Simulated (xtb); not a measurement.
Cl₃OTa (SMILES [O]=[Ta]([Cl])([Cl])[Cl]), singlet, geometry from GFN2-xTB (such geometries of metal compounds can be far from the true shape).

The xtb input:
```
$ xtb mol.xyz --gfn 2 --alpb dmf --json

# file mol.xyz
5

Ta     0.15665099     0.08849969    -0.15002696
O      1.28874592     0.72807464    -1.23425093
Cl     1.08693711    -0.91589593     1.59030402
Cl    -1.17072286    -1.42716546    -1.06863054
Cl    -1.19536069     1.62040996     0.70338389
```

Q: Give the total energy at the level GFN2-xTB with ALPB(dmf) (xtb).

A: -19.8765 Eh

Q: What is the computed dipole moment (GFN2-xTB with ALPB(dmf))?

A: 3.98 D

Q: What HOMO-LUMO gap does GFN2-xTB with ALPB(dmf) give?

A: 3.77 eV
